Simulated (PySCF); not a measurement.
# From computed data to an observable: dipole moment from atomic charges

C4H3S, SMILES [c]1ccsc1, multiplicity 2. Atoms are numbered in the order given.

```xyz
8

C      1.0837    -0.9997     0.0000
C      1.2563     0.3424     0.0000
S     -0.3247     1.0990     0.0000
C     -1.1293    -0.4369     0.0000
C     -0.2454    -1.4916     0.0000
H      2.1607     0.9480     0.0000
H     -2.2184    -0.4758     0.0000
H     -0.5388    -2.5415     0.0000
```
Charge 0, spin multiplicity 2.

Coordinates come from a B3LYP-D3(BJ)/def2-SVP optimisation. The isomer is the one that the SMILES or the coordinates give; other isomers of the formula were not compared.

Charges (e) from PBE/def2-TZVP in PySCF:

```json
[
 {"atom": "C1", "Mulliken": "-0.023", "ESP fit": "-0.040"},
 {"atom": "C2", "Mulliken": "-0.167", "ESP fit": "-0.229"},
 {"atom": "S3", "Mulliken": "0.058", "ESP fit": "0.066"},
 {"atom": "C4", "Mulliken": "-0.123", "ESP fit": "-0.251"},
 {"atom": "C5", "Mulliken": "-0.162", "ESP fit": "-0.133"},
 {"atom": "H6", "Mulliken": "0.150", "ESP fit": "0.213"},
 {"atom": "H7", "Mulliken": "0.140", "ESP fit": "0.207"},
 {"atom": "H8", "Mulliken": "0.128", "ESP fit": "0.167"}
]
```

The dipole moment of the full density is 0.62 D.

Question: What dipole moment does each set of point charges give, and which comes closer to that of the density?

Answer: 
μ = Σ q r, and 1 e Å = 4.8032 D.
Mulliken: Σ q r = (-0.130, 0.075, 0.000) e Å, |μ| = 0.72 D.
ESP fit: Σ q r = (-0.125, 0.021, 0.000) e Å, |μ| = 0.61 D.
ESP fit comes closer in size. Point charges leave out the atoms' own dipoles (lone pairs, polarised bonds); fits to the potential absorb them, partitions of the density don't.
